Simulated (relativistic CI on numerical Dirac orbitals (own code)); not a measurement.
**W XVII: computed level list**

Calculated at this level of theory: Dirac-Coulomb-Breit CI, KLI orbitals optimised for each configuration, a model potential for QED, unscaled Slater integrals (own radial code, finite nucleus).

Configurations in the expansion (outside the closed core [Ar] 3d10 4p6): 4s2 4d10 4f11 5s, 4s2 4d10 4f12, 4s2 4d10 4f10 5s2, 4s2 4d10 4f11 5p, 4s2 4d10 4f10 5s 5p, 4s2 4d10 4f11 5f, 4s2 4d9 4f12 5s, 4s2 4d9 4f13, 4s2 4d10 4f10 5s 6s, 4s2 4d10 4f11 6s, 4s2 4d10 4f11 7s, 4s 4d10 4f13, 4d10 4f13 5s. Levels of other configurations are missing.

```tsv
No.	Configuration	Term	J	E (cm⁻¹)	%	Landé g	jj configuration (%)
1	4s2 4d10 4f11 5s	5I°	8	0.0	96	1.244	4f7/2^5 5s (78)
2	4s2 4d10 4f11 5s	5I°	7	9434.1	79	1.165	4f7/2^5 5s (50)
3	4s2 4d10 4f10 5s2	5I	8	14027.8	88	1.232	4f7/2^4 (67)
4	4s2 4d10 4f11 5s	5I°	6	19574.3	88	1.073	4f5/2^5 4f7/2^6 5s (69)
5	4s2 4d10 4f11 5s	5I°	5	24860.4	66	0.972	4f7/2^5 5s (36)
6	4s2 4d10 4f11 5s	3I°	7	25376.3	77	1.143	4f5/2^5 4f7/2^6 5s (62)
7	4s2 4d10 4f10 5s2	5I	7	28581.3	95	1.168	4f5/2^5 4f7/2^5 (81)
8	4s2 4d10 4f11 5s	5I°	4	28891.3	58	0.729	4f7/2^5 5s (37)
9	4s2 4d10 4f11 5s	5F°	5	29344.0	57	1.260	4f7/2^5 5s (74)
10	4s2 4d10 4f11 5s	3H°	6	33384.1	44	1.129	4f7/2^5 5s (52)
11	4s2 4d10 4f10 5s2	5I	6	37181.0	86	1.077	4f5/2^4 4f7/2^6 (50)
12	4s2 4d10 4f11 5s	5F°	4	38667.3	52	1.152	4f5/2^5 4f7/2^6 5s (50)
13	4s2 4d10 4f11 5s	5S°	2	39091.6	68	1.794	4f7/2^5 5s (60)
14	4s2 4d10 4f10 5s2	5I	5	42172.9	58	1.010	4f7/2^4 (41)
15	4s2 4d10 4f11 5s	3I°	5	44030.2	42	1.010	4f5/2^5 4f7/2^6 5s (75)
16	4s2 4d10 4f11 5s	5F°	1	45159.7	47	0.450	4f7/2^5 5s (69)
17	4s2 4d10 4f11 5s	3I°	6	45224.5	46	1.156	4f5/2^5 4f7/2^6 5s (42)
18	4s2 4d10 4f11 5s	5F°	3	46004.5	85	1.232	4f5/2^5 4f7/2^6 5s (67)
19	4s2 4d10 4f11 5s	3H°	5	47289.1	41	1.055	4f5/2^4 4f7/2^7 5s (41)
20	4s2 4d10 4f11 5s	5F°	2	47798.4	70	1.130	4f5/2^5 4f7/2^6 5s (64)
21	4s2 4d10 4f10 5s2	5F	5	48310.6	53	1.229	4f5/2^5 4f7/2^5 (49)
22	4s2 4d10 4f10 5s2	5I	4	48319.4	76	0.655	4f5/2^4 4f7/2^6 (34)
23	4s2 4d10 4f11 5s	5F°	4	49169.2	40	1.143	4f5/2^5 4f7/2^6 5s (45)
24	4s2 4d10 4f10 5s2	5S	2	52128.7	33	1.468	4f7/2^4 (76)
25	4s2 4d10 4f10 5s2	3K	8	54818.5	60	1.099	4f5/2^5 4f7/2^5 (49)
26	4s2 4d10 4f11 5s	5G°	5	55118.1	42	1.182	4f5/2^5 4f7/2^6 5s (68)
27	4s2 4d10 4f10 5s2	5F	4	56259.9	80	1.320	4f5/2^5 4f7/2^5 (44)
28	4s2 4d10 4f11 5s	3H°	6	57095.1	45	1.218	4f5/2^4 4f7/2^7 5s (49)
29	4s2 4d10 4f11 5s	3K°	8	57099.1	90	1.121	4f5/2^5 4f7/2^6 5s (65)
30	4s2 4d10 4f11 5s	3S°	1	57318.7	49	1.287	4f5/2^5 4f7/2^6 5s (70)
31	4s2 4d10 4f12	3H	6	57791.4	52	1.187	4f7/2^6 (48)
32	4s2 4d10 4f11 5s	3G°	3	58105.9	49	0.922	4f5/2^5 4f7/2^6 5s (76)
33	4s2 4d10 4f11 5s	5G°	4	59407.3	49	1.139	4f5/2^5 4f7/2^6 5s (71)
34	4s2 4d10 4f11 5s	3F°	2	60316.5	32	1.089	4f5/2^5 4f7/2^6 5s (43)
35	4s2 4d10 4f11 5s	3K°	7	60747.5	70	1.010	4f5/2^5 4f7/2^6 5s (70)
36	4s2 4d10 4f10 5s2	5S	2	61324.9	44	1.452	4f5/2^5 4f7/2^5 (56)
37	4s2 4d10 4f11 5s	3F°	4	61619.5	35	0.994	4f5/2^5 4f7/2^6 5s (50)
38	4s2 4d10 4f10 5s2	5F	3	62057.1	81	1.241	4f5/2^5 4f7/2^5 (76)
39	4s2 4d10 4f11 5s	5G°	5	63586.7	32	1.093	4f5/2^4 4f7/2^7 5s (71)
40	4s2 4d10 4f11 5s	3F°	3	63750.5	41	1.057	4f5/2^5 4f7/2^6 5s (40)
41	4s2 4d10 4f10 5s2	5F	1	64975.6	61	0.248	4f5/2^5 4f7/2^5 (80)
42	4s2 4d10 4f10 5s2	5G	6	65193.9	52	1.249	4f7/2^6 (37)
43	4s2 4d10 4f10 5s2	5F	5	66042.1	32	1.237	4f5/2^5 4f7/2^5 (52)
44	4s2 4d10 4f10 5s2	3K	7	67738.0	76	1.012	4f5/2^5 4f7/2^5 (57)
45	4s2 4d10 4f10 5s2	3G	4	68177.4	30	1.115	4f5/2^5 4f7/2^5 (42)
```

Energies count from the lowest computed level; ° marks odd parity. Filled j subshells are mostly left out of the jj labels.

The mean weight of the leading LS term, summed over parents, in these 45 levels is 59 %, and that of the leading jj configuration (from the same eigenvectors) 57 %.

At this charge transitions that keep the count of f electrons are usually good to a few per cent. Terms inside the open d or f shell come out 10 to 20 % too wide with unscaled integrals. Levels that differ in their count of f electrons can be misplaced by several ten thousand cm⁻¹, since the correlation energy of f electrons is missing or only estimated; rates across such gaps can be off by orders of magnitude.

LS names give the leading component of a level, which can be under half, so a name can repeat, a term be missing and a line seem to break the LS rules.
